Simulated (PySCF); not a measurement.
## Working out the ionisation energy of I+

I+ [Kr] 4d10 5s2 5p4 (3P) → I(2+) [Kr] 4d10 5s2 5p3 (4S). All numbers are calculated (PySCF 2.14, the spin-free X2C one-electron Hamiltonian (Gaussian nucleus), in x2c-QZVPPall). Frozen: [Ar] 3d10. Energies in hartree (1 hartree = 27.21139 eV):

```json
{"part": "UHF", "I+ (lower)": "-7112.403951", "I(2+) (upper)": "-7111.754368"}
{"part": "MP2 opposite-spin", "I+ (lower)": "-0.512413", "I(2+) (upper)": "-0.486235"}
{"part": "MP2 same-spin", "I+ (lower)": "-0.275449", "I(2+) (upper)": "-0.269568"}
```

**Question.** What does Hartree-Fock give?

**Answer.** (-7111.754368) − (-7112.403951) = 0.649583 hartree = 17.676 eV.

**Question.** What do MP2 and SCS-MP2 (6/5 opposite-spin, 1/3 same-spin) give?

**Answer.** The opposite-spin parts differ by 0.712 eV and the same-spin parts by 0.160 eV. MP2: 17.676 + (0.712) + (0.160) = 18.548 eV. SCS-MP2: 17.676 + 1.2 × (0.712) + (0.160)/3 = 18.584 eV.

Measured between the centres of the two terms (NIST): 18.750 eV, so MP2 (valence and next inner shell) is off by -0.202 eV.

What remains against the reference includes basis incompleteness, the frozen core and correlation beyond second order.
